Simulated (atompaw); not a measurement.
What one change does to a pseudopotential (Sc (Z = 21), PAW (atompaw))

```json
{
  "Element": "Sc",
  "Generator": "atompaw 4.2.0.5",
  "Type": "PAW",
  "Functional": "LDA (PW92)",
  "Relativity": "scalar-relativistic",
  "Frozen core": "[Ne]",
  "Valence charge": "11",
  "Reference configuration": "3s2 3p6 3d1 4s2 4p0",
  "Partial waves": "3s (bound): rc 1.35 bohr; 4s (bound): rc 2.50 bohr; 3p (bound): rc 1.95 bohr; 4p (bound, empty): rc 2.50 bohr; 3d (bound): rc 1.35 bohr; 3d channel at 2.65 Ry: rc 1.35 bohr",
  "Local potential": "troulliermartins scheme with l = 3 at 0.5 Ry, radius 1.85 bohr",
  "Core correction": "smooth core density matched at 2.30 bohr",
  "Augmentation charge": "besselshape compensation charge, radius 2.35 bohr; PAW radius 2.50 bohr; waves and projectors: custom rrkj gramschmidtortho"
}
```

Change: waves 3s (bound); 4s (bound); 3p (bound); 4p (bound); 3d (bound); 3d channel at 2.65 Ry; augmentation besselshape compensation charge, radius 2.35 bohr; PAW radius 2.50 bohr; waves and projectors: bloechl.

Cutoffs: the cutoffs (Ry, on a coarse ladder) from which the occupation-weighted sum of valence levels, in a spherical-Bessel basis at the reference potential, stays within 10 and 1 mRy of its value at 400 Ry; they do not see the model core or the augmentation charge, which bear on the density cutoff.

What does the change do?

The potential gets neither clearly harder nor softer (45 Ry and 60 Ry → 40 Ry and 70 Ry); the d channel sets the loose cutoff, while the largest relative change is in p, which becomes harder; the range in which the p phases agree widens (upper end 0.4 → at the end of the scan); neither file shows a bound ghost.

```tsv
quantity	base	changed
cutoff, loose	45 Ry	40 Ry
cutoff, tight	60 Ry	70 Ry
loose cutoff by channel (10 mRy a level)	s 21 Ry, p 18 Ry, d 45 Ry	s 21 Ry, p 30 Ry, d 35 Ry
bound ghosts	none	none
s: phases at 2.51 bohr within 0.05 rad from the reference energy up to (Ry; the scan ends near 5)	2.4	3.4
p: phases at 2.51 bohr within 0.05 rad from the reference energy up to (Ry; the scan ends near 5)	0.4	to the end of the scan
d: phases at 2.51 bohr within 0.05 rad from the reference energy up to (Ry; the scan ends near 5)	to the end of the scan	to the end of the scan
lowest overlap eigenvalue by channel	s 0.41, p 0.60, d 0.92	s 0.46, p 0.95, d 1.00
```

 The cutoffs see the waves, projectors and local potential, not the compensation charge or the core.
